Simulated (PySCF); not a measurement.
Tl⁺ (thallium, charge +1) across methods

[Xe] 4f14 5d10 6s2, closed-shell 1S. All numbers are calculated (PySCF 2.14, a scalar-relativistic core potential, in aug-cc-pVTZ-PP with one added diffuse shell each of d, f type with ECP60MDF (6s5p5d3f, 67 functions)).

| method | E (hartree) | mean ε 5p (eV) | mean ε 5d (eV) | mean ε 6s (eV) | Σ⟨r²⟩ (bohr²) | ⟨S²⟩ |
| --- | --- | --- | --- | --- | --- | --- |
| LDA | -172.0520 | -84.653 | -22.977 | -16.677 | 44.60 | 0.000 |
| B3LYP | -172.3646 | -88.432 | -24.529 | -17.081 | 44.61 | 0.000 |
| PBE0 | -172.2986 | -89.179 | -24.914 | -17.132 | 44.45 | 0.000 |
| UHF | -171.33118 | -101.62 | -30.142 | -18.721 | 44.87 | 0.000 |
| CAM-B3LYP | -172.2605 | -90.471 | -26.335 | -18.504 | 44.63 | 0.000 |
| r2SCAN | -172.3763 | -86.929 | -23.407 | -16.480 | 44.26 | 0.000 |
| BHandHLYP | -172.1806 | -93.648 | -26.872 | -17.929 | 44.62 | 0.000 |
| PBE | -172.3356 | -84.714 | -22.839 | -16.271 | 44.53 | 0.000 |
| B97-3 | -172.3398 | -89.510 | -24.996 | -17.062 | 44.44 | 0.000 |

Energies and moments cover only the electrons outside the core potential. Spin-orbit coupling, which splits the p, d and f shells strongly at this Z, is absent.
